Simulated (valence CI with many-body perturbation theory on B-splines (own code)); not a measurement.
**E1 line list for Pb50+**

Computed by configuration interaction combined with many-body perturbation theory (CI+MBPT): four valence electrons over a frozen Dirac-Fock core [Ar] 3d10, radial functions for each j: 11 s, 11 p, 9 d, 7 f, 5 g, 2 h, 1 i, with the one-electron correlation potential Σ1 (screened to all orders), the two-electron term Σ2, the three-electron term Σ3, Breit, model QED; selected single and double excitations, second order for the rest (own B-spline code, finite nucleus).

The last digits are not significant, and no measured levels were compared; by estimate large intervals hold to a few tenths of a per cent, small ones and those within an open d or f shell to about a per cent.

Lines 1 to 50 of 241 in falling wavelength, among levels below 709.39 eV, chosen from the strongest by gf and those to the six lowest levels. Wavelengths and rates use the calculated energies. Electric multipoles are in the length gauge, E1 and E2 with the static RPA response of the core. Weak lines are less certain than strong ones. Lines between different terms over intervals too small for the method are left out, as are lines whose strength nearly cancels. The highest levels of a list are the least certain.

Levels are named by their leading jj configuration (3d3/2^4 stands for four electrons in 3d with j = 3/2), which in mixed levels can hold well under half, so a name can repeat and another be missing. Letters in brackets count levels of one name in rising energy.

```tsv
λ vac (nm)	Upper	Lower	A (s⁻¹)	S (a.u.)
112.1	(4s^2 4p1/2 4d3/2) J=2	(4s^2 4p3/2^2) J=2	2.72e+04	9.43e-05
37.86	(4s^2 4p1/2 4d3/2) J=1	(4s^2 4p3/2^2) J=2	3.43e+06	2.76e-04
34.35	(4s^2 4p3/2^2) J=2	(4s 4p1/2^2 4p3/2) J=1	6.00e+06	6.00e-04
26.50	(4s^2 4p3/2^2) J=0	(4s 4p1/2^2 4p3/2) J=1	1.77e+07	1.62e-04
23.36	(4s^2 4p3/2^2) J=2	(4s 4p1/2^2 4p3/2) J=2	1.14e+07	3.57e-04
21.95	(4s^2 4p1/2 4d5/2) J=2	(4s^2 4p3/2^2) J=2	3.79e+07	9.87e-04
21.51	(4s^2 4p1/2 4d5/2) J=3	(4s^2 4p3/2^2) J=2	2.39e+07	8.23e-04
13.11	(4s 4p1/2 4p3/2 4d3/2) J=3 [a]	(4s^2 4p3/2 4d3/2) J=2	5.81e+09	4.53e-02
12.38	(4s 4p1/2 4p3/2 4d5/2) J=4 [a]	(4s^2 4p3/2 4d5/2) J=4	3.92e+09	3.30e-02
12.23	(4s 4p1/2^2 4d3/2) J=2	(4s^2 4p1/2 4d3/2) J=1	1.18e+10	5.33e-02
12.17	(4s 4p1/2 4p3/2 4d3/2) J=4	(4s^2 4p3/2 4d3/2) J=3	1.31e+10	1.05e-01
11.77	(4s 4p1/2 4p3/2^2) J=2 [a]	(4s^2 4p3/2^2) J=2	2.80e+09	1.13e-02
11.61	(4s 4p1/2 4p3/2 4d5/2) J=4 [b]	(4s^2 4p3/2 4d5/2) J=3	6.34e+09	4.40e-02
11.09	(4s 4p1/2 4p3/2 4d3/2) J=2 [b]	(4s^2 4p3/2 4d3/2) J=2	1.42e+10	4.77e-02
11.08	(4s 4p1/2 4p3/2 4d5/2) J=5	(4s^2 4p3/2 4d5/2) J=4	2.03e+10	1.50e-01
11.02	(4s 4p1/2^2 4p3/2) J=2	(4s^2 4p1/2 4p3/2) J=2	1.55e+10	5.11e-02
10.86	(4s 4p1/2 4p3/2 4d3/2) J=1 [b]	(4s^2 4p3/2 4d3/2) J=0	1.32e+10	2.51e-02
10.84	(4s 4p1/2 4p3/2 4d5/2) J=4 [c]	(4s^2 4p3/2 4d5/2) J=3	1.38e+10	7.79e-02
10.83	(4s 4p1/2^2 4f5/2) J=2	(4s^2 4p1/2 4f5/2) J=2	8.91e+09	2.79e-02
10.81	(4s 4p1/2 4p3/2 4d5/2) J=3 [a]	(4s^2 4p3/2 4d5/2) J=2	1.34e+10	5.85e-02
10.80	(4s 4p1/2^2 4f5/2) J=3	(4s^2 4p1/2 4f5/2) J=2	2.45e+10	1.06e-01
10.78	(4s 4p1/2 4p3/2 4d3/2) J=2 [c]	(4s^2 4p3/2 4d3/2) J=1	1.11e+10	3.44e-02
10.77	(4s 4p1/2^2 4d5/2) J=3	(4s^2 4p1/2 4d5/2) J=3	1.68e+10	7.23e-02
10.76	(4s 4p1/2 4p3/2^2) J=3	(4s^2 4p3/2^2) J=2	1.92e+10	8.28e-02
10.74	(4p1/2^2 4p3/2^2) J=2	(4s 4p1/2 4p3/2^2) J=1 [b]	8.95e+09	2.73e-02
10.72	(4s 4p1/2 4p3/2 4d3/2) J=3 [b]	(4s^2 4p3/2 4d3/2) J=2	6.15e+09	2.62e-02
10.66	(4s 4p1/2^2 4d5/2) J=3	(4s^2 4p1/2 4d5/2) J=2	2.33e+10	9.76e-02
10.58	(4p1/2^2 4p3/2^2) J=2	(4s 4p1/2 4p3/2^2) J=2 [b]	1.85e+10	5.40e-02
10.58	(4s 4p1/2 4p3/2 4d3/2) J=1 [c]	(4s^2 4p3/2 4d3/2) J=1	2.24e+10	3.92e-02
10.56	(4s 4p1/2^2 4p3/2) J=2	(4s^2 4p1/2 4p3/2) J=1	1.83e+10	5.30e-02
10.45	(4s 4p1/2 4p3/2 4d5/2) J=1 [c]	(4s^2 4p3/2 4d5/2) J=1	2.05e+10	3.45e-02
10.43	(4s 4p1/2^2 4d3/2) J=1	(4s^2 4p1/2 4d3/2) J=2	3.62e+10	6.09e-02
10.42	(4s 4p1/2 4p3/2 4d3/2) J=3 [c]	(4s^2 4p3/2 4d3/2) J=3	1.89e+10	7.39e-02
10.38	(4s 4p1/2 4p3/2^2) J=1 [a]	(4s^2 4p3/2^2) J=0	1.56e+10	2.58e-02
10.35	(4s 4p1/2 4p3/2 4d5/2) J=1 [a]	(4s^2 4p3/2 4d5/2) J=2	1.56e+10	2.56e-02
10.33	(4s 4p1/2 4p3/2 4d5/2) J=2 [c]	(4s^2 4p3/2 4d5/2) J=1	2.50e+10	6.80e-02
10.32	(4s 4p1/2 4p3/2 4d5/2) J=3 [b]	(4s^2 4p3/2 4d5/2) J=2	9.17e+09	3.48e-02
10.21	(4s 4p1/2^2 4f5/2) J=2	(4s^2 4p1/2 4f5/2) J=3	3.60e+10	9.46e-02
10.18	(4s 4p1/2^2 4f5/2) J=3	(4s^2 4p1/2 4f5/2) J=3	2.27e+10	8.26e-02
10.12	(4s 4p1/2 4p3/2 4d5/2) J=2 [b]	(4s^2 4p3/2 4d5/2) J=2	2.16e+10	5.53e-02
10.07	(4s 4p1/2^2 4d3/2) J=2	(4s^2 4p1/2 4d3/2) J=2	2.58e+10	6.49e-02
9.984	(4s 4p1/2^2 4d5/2) J=2	(4s^2 4p1/2 4d5/2) J=3	4.05e+10	9.96e-02
9.916	(4s 4p1/2 4p3/2 4d5/2) J=3 [d]	(4s^2 4p3/2 4d5/2) J=3	2.43e+10	8.17e-02
9.907	(4s 4p1/2 4p3/2 4d5/2) J=3 [b]	(4s^2 4p3/2 4d5/2) J=4	6.40e+09	2.15e-02
9.892	(4s 4p1/2^2 4d5/2) J=2	(4s^2 4p1/2 4d5/2) J=2	1.12e+10	2.67e-02
9.723	(4s 4p1/2 4p3/2 4d5/2) J=4 [b]	(4s^2 4p3/2 4d5/2) J=4	1.35e+10	5.53e-02
9.710	(4s 4p1/2 4p3/2 4d5/2) J=2 [d]	(4s^2 4p3/2 4d5/2) J=3	3.22e+10	7.27e-02
9.683	(4p1/2^2 4p3/2^2) J=0	(4s 4p1/2 4p3/2^2) J=1 [a]	7.16e+10	3.21e-02
9.578	(4s 4p1/2^2 4p3/2) J=1	(4s^2 4p1/2 4p3/2) J=2	5.18e+10	6.74e-02
9.528	(4s 4p1/2 4p3/2^2) J=1 [a]	(4s^2 4p3/2^2) J=2	1.64e+10	2.10e-02
```
